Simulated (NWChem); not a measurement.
System: CH$_{9}$NSi$_{2}$; SMILES CN([SiH3])[SiH3]

NWChem input:

```
start job
memory heap 200 mb stack 900 mb global 1100 mb
geometry units angstroms noautoz
  Si     0.508609     1.550109    -0.007356
  N     -0.287551    -0.000278    -0.061606
  C     -1.755840    -0.000908     0.080453
  Si     0.509875    -1.550028    -0.007749
  H     -0.126891     2.470007    -0.993195
  H      0.411155     2.218033     1.325312
  H      1.943438     1.357050    -0.334539
  H     -2.192810     0.880923    -0.404550
  H     -2.192087    -0.882904    -0.404903
  H     -2.075665    -0.001251     1.132279
  H     -0.124654    -2.470126    -0.994028
  H      1.944608    -1.355664    -0.334573
  H      0.412685    -2.218476     1.324674
end
basis spherical
  * library def2-svp
end
dft
  xc m06-l
  iterations 150
  mulliken
end
task dft gradient
```

Output (shortened):

```
             Northwest Computational Chemistry Package (NWChem) 7.3.0
             --------------------------------------------------------

 CS  symmetry detected

                             Geometry "geometry" -> ""
                             -------------------------

 Output coordinates in angstroms (scale by  1.889725989 to convert to a.u.)

  No.       Tag          Charge          X              Y              Z
 ---- ---------------- ---------- -------------- -------------- --------------
    1 Si                  14.0000     0.51510260     0.00617847     1.55006864
    2 N                    7.0000    -0.27949471    -0.07392204     0.00000000
    3 C                    6.0000    -1.75164640     0.02000942     0.00000000
    4 Si                  14.0000     0.51510260     0.00617847    -1.55006864
    5 H                    1.0000    -0.08730183    -1.00013394     2.47006678
    6 H                    1.0000     0.37422355     1.33482524     2.21825465
    7 H                    1.0000     1.95981678    -0.27369501     1.35635712
    8 H                    1.0000    -2.17214298    -0.47919872     0.88191359
    9 H                    1.0000    -2.17214298    -0.47919872    -0.88191359
   10 H                    1.0000    -2.10572242     1.06080539     0.00000000
   11 H                    1.0000    -0.08730183    -1.00013394    -2.47006678
   12 H                    1.0000     1.95981678    -0.27369501    -1.35635712
   13 H                    1.0000     0.37422355     1.33482524    -2.21825465

 Effective nuclear repulsion energy (a.u.)     229.5398542052

      Symmetry information
      --------------------

 Group name             Cs
 Group number              2
 Group order               2
 No. of unique centers     8

                                 NWChem DFT Module
                                 -----------------

 Summary of "ao basis" -> "ao basis" (spherical)
 ------------------------------------------------------------------------------
       Tag                 Description            Shells   Functions and Types
 ---------------- ------------------------------  ------  ---------------------
 Si                         def2-svp                 8       18   4s3p1d
 N                          def2-svp                 6       14   3s2p1d
 C                          def2-svp                 6       14   3s2p1d
 H                          def2-svp                 3        5   2s1p

      Symmetry analysis of basis
      --------------------------

        a'         62
        a"         47

            General Information
            -------------------
          SCF calculation type: DFT
          Wavefunction type:  closed shell.
          No. of atoms     :    13
          No. of electrons :    50
           Alpha electrons :    25
            Beta electrons :    25
          Charge           :     0
          Spin multiplicity:     1
          Use of symmetry is: on ; symmetry adaption is: on
          Maximum number of iterations: 150
          AO basis - number of functions:   109
                     number of shells:    55
          Convergence on energy requested:  1.00D-06
          Convergence on density requested:  1.00D-05
          Convergence on gradient requested:  5.00D-04

              XC Information
              --------------
                        M06-L Method XC Functional
                         M06-L Exchange Functional  1.000
                       M06-L Correlation Potential  1.000

             Grid Information
             ----------------
          Grid used for XC integration:  medium
          Radial quadrature: Mura-Knowles
          Angular quadrature: Lebedev.
          Tag              B.-S. Rad. Rad. Pts. Rad. Cut. Ang. Pts.
          ---              ---------- --------- --------- ---------
          Si                  1.10       88          11.0       590
          N                   0.65       49           8.0       434
          C                   0.70       49          11.0       434
          H                   0.35       45          12.0       434
          Grid pruning is: on
          Number of quadrature shells:   411
          Spatial weights used:  Erf1

      Superposition of Atomic Density Guess
      -------------------------------------

 Sum of atomic energies:        -673.83959186

      Non-variational initial energy
      ------------------------------

 Total energy =    -675.866918
 1-e energy   =   -1386.031231
 2-e energy   =     480.624459
 HOMO         =      -0.291952
 LUMO         =       0.037681

      Symmetry analysis of molecular orbitals - initial
      -------------------------------------------------

  Numbering of irreducible representations:

     1 a'          2 a"

  Orbital symmetries:

[...]

                         DFT ENERGY GRADIENTS

    atom               coordinates                        gradient
                 x          y          z           x          y          z
   1 Si      0.973403   0.011676   2.929205   -0.000665   0.000052  -0.001472
   2 N      -0.528168  -0.139692   0.000000    0.008239  -0.000558   0.000000
   3 C      -3.310132   0.037812   0.000000   -0.013161   0.000660   0.000000
   4 Si      0.973403   0.011676  -2.929205   -0.000665   0.000052   0.001472
   5 H      -0.164977  -1.889979   4.667749    0.000482   0.000441   0.000106
   6 H       0.707180   2.522454   4.191893    0.000414  -0.000452   0.000285
   7 H       3.703517  -0.517209   2.563143   -0.000496   0.000152   0.000814
   8 H      -4.104755  -0.905554   1.666575    0.001681   0.000928  -0.001945
   9 H      -4.104755  -0.905554  -1.666575    0.001681   0.000928   0.001945
  10 H      -3.979238   2.004632   0.000000    0.002091  -0.002344   0.000000
  11 H      -0.164977  -1.889979  -4.667749    0.000482   0.000441  -0.000106
  12 H       3.703517  -0.517209  -2.563143   -0.000496   0.000152  -0.000814
  13 H       0.707180   2.522454  -4.191893    0.000414  -0.000452  -0.000285
```

Level: M06-L/def2-SVP. All runs use the structure optimised with B3LYP/6-31G* (spherical d).
